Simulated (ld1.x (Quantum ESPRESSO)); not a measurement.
**What the settings do to the PAW potential of phosphorus (P)**

Base potential:

ld1.x (Quantum ESPRESSO) 7.5 input, shortened:

```
&input
   title='P', zed=15., rel=1, dft='PZ', iswitch=3,
   config='[Ne] 3s2 3p3'
 /
 &inputp
   pseudotype=3, lpaw=.true., tm=.true., lloc=-2, rcloc=1.40,
   nlcc=.true., new_core_ps=.true., rcore=1.45,
   which_augfun='PSQ', rmatch_augfun_nc=.true.
 /
4
3S  1  0   2.00   0.00  1.20  1.40  0.0
3S  1  0   0.00   1.30  1.20  1.40  0.0
3P  2  1   3.00   0.00  1.25  1.60  0.0
3P  2  1   0.00   0.30  1.25  1.60  0.0
 &test
   configts(1)='3s2 3p3'
 /
```

All-electron outer shells of the reference configuration (LDA (PZ), scalar-relativistic, ld1.x):

| shell | level (eV) | outermost node (bohr) | outermost maximum (bohr) |
| --- | --- | --- | --- |
| 2s | -173.14 | 0.14 | 0.42 |
| 2p | -124.52 | – | 0.35 |
| 3s | -14.02 | 0.66 | 1.56 |
| 3p | -5.60 | 0.64 | 1.83 |

Cutoffs, loose and tight: the cutoffs (Ry, on a coarse ladder) from which the occupation-weighted sum of valence levels, in a spherical-Bessel basis at the reference potential, stays within 10 and 1 mRy of its value at 400 Ry. They do not see the model core or the augmentation charge, which bear on the density cutoff. Test errors are all-electron minus pseudo excitation energies from the reference, over the configurations 3s2 3p2; 3s2 3p1; 3s2 3p0; 3s1 3p0; 3s0 3p5; 3s2 3p2.5; 3s1 3p3 (two spin-polarised tests are not counted in the largest error). A dash means not determined; rows that change the core or the reference have their own tests.

| change | outcome | cutoff, loose | cutoff, tight | bound ghosts | largest test error (meV) |
| --- | --- | --- | --- | --- | --- |
| base | generated | 18 Ry | 30 Ry | none | -163 |
| waves 3s (bound): rcut 0.90, rcutus 0.96 bohr; 3s channel at 1.3 Ry: rcut 0.90, rcutus 0.96 bohr | failed: run_pseudo: Errors in PS-KS equation | – | – | – | – |
| waves 3s (bound): rcut 1.06, rcutus 1.12 bohr; 3s channel at 1.3 Ry: rcut 1.06, rcutus 1.12 bohr | failed: new_paw_hamiltonian: negative rho | – | – | – | – |
| waves 3s (bound): rcut 1.20, rcutus 1.32 bohr; 3s channel at 1.3 Ry: rcut 1.20, rcutus 1.32 bohr | generated | 21 Ry | 35 Ry | none | -157 |
| waves 3s (bound): rcut 1.20, rcutus 1.56 bohr; 3s channel at 1.3 Ry: rcut 1.20, rcutus 1.56 bohr | generated | 12 Ry | 25 Ry | none | -162 |
| waves 3s (bound): rcut 1.20, rcutus 1.66 bohr; 3s channel at 1.3 Ry: rcut 1.20, rcutus 1.66 bohr | generated | 12 Ry | 25 Ry | none | -160 |
| waves 3s (bound): rcut 1.20, rcutus 2.08 bohr; 3s channel at 1.3 Ry: rcut 1.20, rcutus 2.08 bohr | generated | 10 Ry | 18 Ry | none | -151 |

Task: What comes out with this change to the base: waves 3s (bound): rcut 1.20, rcutus 1.82 bohr; 3s channel at 1.3 Ry: rcut 1.20, rcutus 1.82 bohr?

Result: outcome: generated; cutoff, loose: 10 Ry; cutoff, tight: 21 Ry; bound ghosts: none; largest test error (meV): -158.

Reading the sweep of the s radius (base included, trends over the rows without a ghost): The loose cutoff falls from 21 Ry at 1.32 to 10 Ry at 2.08 bohr. A larger radius leaves more room for a smooth pseudo-wave, so fewer plane waves are needed; a smaller one forces it to follow the all-electron wave where it bends sharply. The median size of the test errors (rows with all tests solved) stays near 3.0 meV. The generation fails at 0.96, 1.12 bohr.
